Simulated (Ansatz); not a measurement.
Diatomic BeO, closed-shell singlet (the spin of the measured ground state).

D_e counts from the fitted minimum to each atom's lowest state at the same level, without counterpoise. The singlet is restricted.

Correlated levels freeze the inner cores; with def2 sets outer-core shells near the valence are correlated too. CBS(a, b) extrapolates the correlation energy as X⁻³ and adds the Hartree–Fock energy of set b.

Run with Ansatz (a first-principles code) with Gaussian orbitals. Each number belongs to the level named beside it.

PBE/def2-TZVPP gives 117.47 kcal/mol for the bond energy D_e.

Q: Where do these levels fall relative to PBE: r2SCAN/def2-TZVPP, PBE0/def2-TZVPP, wB97M-V/def2-TZVPP, B2PLYP/def2-TZVPP, CCSD(T)/CBS(aug-cc-pVQZ, aug-cc-pV5Z).

A: r2SCAN/def2-TZVPP -7.31; PBE0/def2-TZVPP -15.31; wB97M-V/def2-TZVPP -13.28; B2PLYP/def2-TZVPP -9.86; CCSD(T)/CBS(aug-cc-pVQZ, aug-cc-pV5Z) -11.74 kcal/mol. 0 of 5 lie above PBE; the widest gap is to PBE0/def2-TZVPP.
